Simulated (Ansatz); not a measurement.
Geometry optimisation, RKS PBE-D4/def2-SVP (Ansatz 0.2.0).

The input (input.yaml):

```yaml
crystal:
  periodic: [false, false, false]
  atoms:
    - { symbol: Sn, position_ang: [0.256913, -0.076112, -0.061912] }
    - { symbol: O, position_ang: [0.870324, -0.082574, 1.809699] }
    - { symbol: H, position_ang: [0.20072, -0.143482, 2.521176] }
    - { symbol: H, position_ang: [1.963805, 0.088898, -0.15672] }
    - { symbol: Cl, position_ang: [-0.992878, 1.873524, -0.602449] }
    - { symbol: H, position_ang: [-0.724784, -1.394854, -0.582392] }
basis:
  gaussian: { orbitals: def2-SVP }
hamiltonian:
  xc: pbe
  dispersion: d4
relax:
  f_tol: 0.03
  max_steps: 50
```

Run as:

```bash
$ ansatz run input.yaml --threads 2 --pin off --max-ram 3072MiB --backend cpu --events-out ev --progress --plain --runs-dir out
```

Where does it end, and by what steps?

It converged. After 5 steps the energy has fallen by 0.453 eV; H4 moved furthest, 0.51 Å.

```json
{"step": "0", "energy less start (eV)": "0.0000", "largest force component (eV/Å)": "1.451", "accepted": "yes"}
{"step": "1", "energy less start (eV)": "-0.2846", "largest force component (eV/Å)": "0.573", "accepted": "yes"}
{"step": "2", "energy less start (eV)": "-0.4190", "largest force component (eV/Å)": "0.251", "accepted": "yes"}
{"step": "3", "energy less start (eV)": "-0.4507", "largest force component (eV/Å)": "0.213", "accepted": "yes"}
{"step": "4", "energy less start (eV)": "-0.4519", "largest force component (eV/Å)": "0.138", "accepted": "yes"}
{"step": "5", "energy less start (eV)": "-0.4531", "largest force component (eV/Å)": "0.019", "accepted": "yes"}
```

```xyz
6
Properties=species:S:1:pos:R:3
Sn 0.397 -0.071 0.024
O 0.761 -0.099 1.993
H -0.078 -0.123 2.495
H 1.957 0.101 -0.670
Cl -0.887 1.871 -0.456
H -0.576 -1.414 -0.460
```

Whether the end is a true minimum wasn't checked by a vibrational analysis.

The run took 7.8 s on 2 threads of Arm Neoverse V1, on a shared host, peak memory 0.14 GiB.
